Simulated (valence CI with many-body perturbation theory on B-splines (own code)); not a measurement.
Results of a calculation; reference values are marked as such.
A CI+MBPT run for Cd6+

Method: configuration interaction combined with many-body perturbation theory (CI+MBPT): six valence electrons over a frozen Dirac-Fock core [Kr], radial functions for each j: 7 s, 7 p, 8 d, 6 f, 4 g, 1 h, with the one-electron correlation potential Σ1 (screened to all orders), the two-electron term Σ2, the three-electron term Σ3, Breit, model QED; selected single and double excitations, second order for the rest, scaled by the run's own slope (own B-spline code, finite nucleus).

Command, and the settings that its task file holds:

```sh
python run_cv.py task.json out
```

```
atom Cd  Z=48  mass_number=114  rms_radius_fm=4.6087
core [Kr]
valence 4d6
avg = 1
basis = M
breit = 1
cap = 150000
capref = 1200
cscale = 1
de = 0.0
dress = 0
eps = 2e-08
extrap = 1
h = 0.27
hh = 1
l2 = 3
lcore = 6
maxit = 90
n2 = 5
natural = 1
nlev = 26
nno = [4, 4, 5, 4, 3, 1]
nroot = 14
nsp = [3, 3, 3, 2, 1, 0]
pt2 = 1
qed = 1
rpa = 1
s1 = 1
s2 = 1
s3 = 1
screen = 1
tol = 2e-05
whole = 1
```

Q: Roughly how long does this run take on one core of Intel(R) Xeon(R) Processor @ 2.30GHz, and how much memory?

A: 33 min on 1 thread of Intel(R) Xeon(R) Processor @ 2.30GHz, on a shared host, peak memory 3.8 GiB.

Log. The first blocks belong to the next ion, which gives the ionisation energy. Fields: 2J, parity (1 odd), roots, reference size, generating configurations, candidates as configurations/state functions, variational space P, stored matrix elements, Davidson steps; e2 is the range of second-order energies in hartree. The first line gives the box (bohr), its intervals, the orbitals and the steps of their self-consistent field. Window is the range of levels sought, series limit the energy at which the first omitted orbital would enter, core excitation an estimate of the first excitation out of the core, left out the lowest levels not solved, and shifts from estimates the range by which levels moved from their first estimate, all in cm⁻¹.

```
rmax 13.7 intervals 63 orbitals 59 references ['4d6', '4d5 5s', '4d5 5p'] scf 6 t 1.5
2J=5 par=0 roots 2 ref 24 generators 5 cand 1041/14800 P 1050/14824 nnz 4.6e+07 it 9
2J=5 par=0 roots 2 ref 24 generators 34 cand 1952/33819 P 3002/48643 nnz 2.9e+08 it 10
   second order: generators 75 cand 52752/2177627 e2 -0.00073 -0.00049
reference levels 738, estimated 32, window 56374 1/cm; series limit 657434, core excitation 428925
2J=8 par=0 roots 7 ref 19 generators 10 cand 1405/27432 P 1560/29951 nnz 1.7e+08 it 10
2J=8 par=0 roots 7 ref 19 generators 32 cand 759/15609 P 2319/45560 nnz 3.7e+08 it 9
   second order: generators 119 cand 127872/17339914 e2 -0.00376 -0.00228
2J=6 par=0 roots 6 ref 23 generators 10 cand 1420/27482 P 1560/30005 nnz 1.7e+08 it 9
2J=6 par=0 roots 6 ref 23 generators 36 cand 814/16009 P 2374/46014 nnz 3.8e+08 it 8
   second order: generators 112 cand 131974/16485846 e2 -0.00358 -0.00225
2J=4 par=0 roots 7 ref 25 generators 10 cand 1664/27496 P 1837/29943 nnz 1.6e+08 it 9
2J=4 par=0 roots 7 ref 25 generators 38 cand 894/17783 P 2731/47726 nnz 3.6e+08 it 8
   second order: generators 116 cand 126719/12403519 e2 -0.00299 -0.00181
2J=2 par=0 roots 4 ref 15 generators 9 cand 2228/27547 P 2463/30048 nnz 1.5e+08 it 10
2J=2 par=0 roots 4 ref 15 generators 31 cand 974/19768 P 3437/49816 nnz 3e+08 it 11
   second order: generators 103 cand 126147/8586837 e2 -0.00208 -0.00120
2J=0 par=0 roots 4 ref 9 generators 10 cand 2923/18578 P 3432/21049 nnz 4.7e+07 it 8
2J=0 par=0 roots 4 ref 9 generators 37 cand 1725/25612 P 5157/46661 nnz 1.5e+08 it 7
   second order: generators 101 cand 104849/2454419 e2 -0.00110 -0.00064
2J=12 par=0 roots 2 ref 6 generators 6 cand 1805/27913 P 1982/30098 nnz 1.8e+08 it 5
2J=12 par=0 roots 2 ref 6 generators 23 cand 771/14177 P 2753/44275 nnz 3.4e+08 it 5
   second order: generators 78 cand 121067/14463489 e2 -0.00187 -0.00177
2J=10 par=0 roots 2 ref 10 generators 6 cand 1514/27547 P 1675/29942 nnz 1.7e+08 it 5
2J=10 par=0 roots 2 ref 10 generators 23 cand 774/15604 P 2449/45546 nnz 3.8e+08 it 5
   second order: generators 85 cand 125663/16561762 e2 -0.00238 -0.00227
left out: unestimated 90797, estimated none, shifts from estimates -383 to 542
operators 4.1
```

The Davidson iterations converged.

No measured levels were compared; by estimate terms of the open shell hold to 2 to 4 % of their energy, and close levels can change places; different configurations can be misplaced against each other by 1,000 to 8,000 cm⁻¹. Among the levels kept, up to 840 cm⁻¹ of a level comes from second order outside the variational space, and about a tenth of that is noise between levels of different J, which matters for small intervals. Only levels of the ground parity were solved; by the run's estimate the other parity begins above the list, which can be wrong where configurations are misplaced.

- Valence energy: -35.89531 hartree
- Ionisation energy: 105.78 eV (NIST: 105 ± 2 eV (theoretical))
- Reference configurations for the orbitals: 4d6, 4d5 5s, 4d5 5p
- Radial orbitals: 59
- Box radius: 13.7 bohr
- Largest variational space: 49816
- Lowest levels: 4d6 5D_4 0.0, 4d6 5D_3 3295, 4d6 5D_2 4753, 4d6 5D_1 5984, 4d6 5D_0 6527, 4d6 3H_4 [a] 21718, 4d6 3H_6 22894, 4d6 3H_5 23248, 4d6 3P_2 23536, 4d6 3F_3 26811, 4d6 3H_4 [b] 27624, 4d6 3F_2 27945, 4d6 3G_5 30602, 4d6 3P_1 [a] 32059 cm⁻¹

Names give the largest LS component (configuration and term), which can be under half, so a name can repeat, a term be missing and a line seem to break the LS rules; names also repeat where a configuration has a term twice. Letters in brackets count levels of one name in rising energy.
